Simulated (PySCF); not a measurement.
selenium dioxide (O₂Se), SMILES O=[Se]=O. Atoms are numbered in the order given.

```xyz
3

O      0.0000    -1.3396    -0.5939
Se     0.0000     0.0000     0.2795
O      0.0000     1.3396    -0.5939
```
Charge 0, spin multiplicity 1.

Geometry optimised at PBE0-D3(BJ)/def2-TZVP.

Two levels are set side by side: PBE/pcSseg-2 (PySCF) and B3LYP/pcSseg-2 (PySCF). GIAO shifts against H2O (¹⁷O), Me2Se (⁷⁷Se) at the same level; non-relativistic, no solvent, atoms listed together averaged. Differences are taken from unrounded values.

```
quantity                 B3LYP
----------------------  ------
δ(¹⁷O) of O1, O3 (ppm)   945.4
δ(⁷⁷Se) of Se2 (ppm)    2109.4
```

**Question.** What does PBE give, and how far is it from B3LYP? (Estimate from the structure and the level; the computed values follow.)

**Answer.** 
| quantity | PBE | PBE minus B3LYP |
|---|---|---|
| δ(¹⁷O) of O1, O3 (ppm) | 891.1 | -54.3 |
| δ(⁷⁷Se) of Se2 (ppm) | 1921.6 | -187.8 |

Rough cost on one machine, each run with all the roots and properties that it gave: B3LYP against PBE within a factor of 2.
